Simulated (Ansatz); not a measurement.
Isolated molecules relaxed with PBE0-D4/def2-TZVP in Ansatz; ΔE leaves out vibrations. CBS: MP2 limit from def2 TZ/QZ plus the TZ coupled-cluster correction, frozen cores. def2 core potentials past Kr. For Sn outer-core shells are correlated without core-valence functions, which leaves a few kJ/mol of doubt a bond. One conformer a species, not always the lowest.

Reaction (formal exchange of groups at the Sn–C bond): `C#C[CH](F)[SnH3]` + `CBCF` → `FC[BH][SnH3]` + `C#CC(C)F`

```tsv
species	CCSD(T)/CBS(def2) energy (Eh)
`C#C[CH](F)[SnH3]`	-430.86801
`CBCF`	-204.28650
`FC[BH][SnH3]`	-380.21599
`C#CC(C)F`	-254.93656
```

Problem. Work out ΔE.

Solution. ΔE = (-380.21599) + (-254.93656) − (-430.86801) − (-204.28650) = 0.00196 Eh = +5.1 kJ/mol.

Largest T1 diagnostic among the species: 0.013.

In def2-TZVPP, CCSD(T) changes the Hartree–Fock value by +3.9 kJ/mol (the triples alone add +1.5 kJ/mol) and MP2 by +7.7 kJ/mol. From PBE to PBE0 (25 % exact exchange), in def2-TZVPP and without D4, ΔE moves by −4.1 kJ/mol.
